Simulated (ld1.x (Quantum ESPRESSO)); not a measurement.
# technetium (Tc) TM: all-electron and pseudo phase curves

* Element: Tc
* Generator: ld1.x (Quantum ESPRESSO) 7.5
* Type: norm-conserving Troullier–Martins (Kleinman–Bylander form)
* Functional: PBEsol
* Relativity: non-relativistic
* Frozen core: [Kr]
* Valence charge: 7
* Reference configuration: 4d5 5s1.75 5p0.25
* Partial waves: 5s (bound): rc 2.80 bohr; 5p (bound): rc 2.65 bohr; 4d (bound): rc 1.80 bohr; 4f channel at 0.25 Ry: rc 2.40 bohr
* Local potential: all-electron potential smoothed inside 1.50 bohr (lloc = -1)
* Core correction: none

The phase is arctan(r·u′/u) with u = r·R(r), unwrapped; energies in Ry, scanned from -3 to 5 Ry. A pole is an energy at which the radial function vanishes at the test radius. The pseudo phase is shifted by a multiple of π to meet the all-electron one at the reference energy, and phase errors are pseudo minus all-electron; the curves can meet again beyond the range given. Levels narrower than the energy grid can be missing from the lists of poles.

Q: For each channel, where are the poles, and over which energies does the pseudopotential scatter like the atom?

A:

| channel | radius (bohr) | reference energy (Ry) | poles, all-electron | poles, pseudo | unbroken range about the reference energy with phases within 0.05 rad | phase error 1 Ry above the reference energy (rad) |
| --- | --- | --- | --- | --- | --- | --- |
| s | 3.06 | -0.37 | 1.13 | 0.97, 3.53 | below 1.4 | -0.016 |
| p | 3.06 | -0.12 | 2.00 | -2.06, 1.84 | -2.0 to 2.6 | -0.011 |
| d | 3.06 | -0.55 | -0.38, 3.77 | -0.38, 3.77 | the whole range | -0.000 |
| f | 3.06 | 0.25 | 2.41 | 2.46 | below 3.2 | +0.009 |

Note: ghost states, extra bound levels that the all-electron valence spectrum of the same l lacks: s at -113.9 eV, p at -28.1 eV. A true bound ghost makes a file unfit for plane-wave use.

Phases in the s channel:

```
E (Ry)  all-electron  pseudo
 -3.00         1.351   1.349
 -2.52         1.322   1.319
 -2.04         1.277   1.274
 -1.56         1.200   1.197
 -1.08         1.031   1.026
 -0.60         0.423   0.420
 -0.12        -0.954  -0.958
  0.36        -1.377  -1.388
  0.84        -1.519  -1.541
  1.32        -1.599  -1.644
  1.80        -1.660  -1.783
  2.28        -1.722  -2.585
  2.76        -1.804  -4.480
  3.24        -1.954  -4.662
  3.72        -2.377  -4.738
  4.20        -3.662  -4.796
  4.68        -4.298  -4.859
```
